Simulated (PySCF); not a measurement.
Orbital picture of SiSb

B97-3 at R = 2.376 Å; basis Si def2-TZVPPD, Sb def2-TZVPPD with ECP28; scalar-relativistic core potentials; PySCF 2.14. State: ²Π (doublet), unpaired electrons π ↑. Only the outer orbitals are listed, counted within each symmetry, core potentials removing the inner ones.

```csv
spin,orbital,occ.,ε (eV),on Si (%),main shells (%)
α,7σ,1,-15.91,32,"65 Sb s, 26 Si s"
α,8σ,1,-11.37,63,"63 Si s, 28 Sb s, 8 Sb p"
α,4π,1,-6.90,33,"66 Sb p, 30 Si p"
α,9σ,1,-6.59,54,"43 Si p, 43 Sb p, 10 Si s"
α,4π,1,-6.32,35,"64 Sb p, 33 Si p"
α,5π,0,-2.55,66,"64 Si p, 29 Sb p"
α,5π,0,-2.15,63,"60 Si p, 31 Sb p"
α,10σ,0,0.41,52,"59 Sb s, 56 Si s, 19 Sb d"
β,7σ,1,-15.23,38,"60 Sb s, 31 Si s"
β,8σ,1,-11.03,61,"60 Si s, 30 Sb s, 8 Sb p"
β,9σ,1,-6.42,54,"45 Si p, 42 Sb p, 9 Si s"
β,4π,1,-6.11,40,"58 Sb p, 38 Si p"
β,4π,0,-4.39,38,"60 Sb p, 36 Si p"
β,5π,0,-2.08,58,"55 Si p, 36 Sb p"
β,5π,0,-1.81,59,"56 Si p, 36 Sb p"
```

Which are the highest filled and the lowest empty level, where do they sit, and how wide is the gap?

Highest filled β 4π at -6.11 eV (in %: 58 Sb p, 38 Si p); lowest empty β 4π at -4.39 eV (in %: 60 Sb p, 36 Si p); the gap at B97-3 is 1.72 eV. Both belong to one degenerate shell, split only by its one-sided filling, so this is no excitation gap.

```
bond order (Mayer)                               : 2.23
⟨S²⟩                                             : 0.756
charge on Si (Mulliken, basis-dependent)         : -0.11
charge on Si (Löwdin, basis-dependent)           : -0.11
dipole moment (positive dipole means Si(−)Sb(+)) : 0.13 D
```

Spin–orbit coupling is left out. The state was picked by a PBE0 search and need not be the measured ground state.
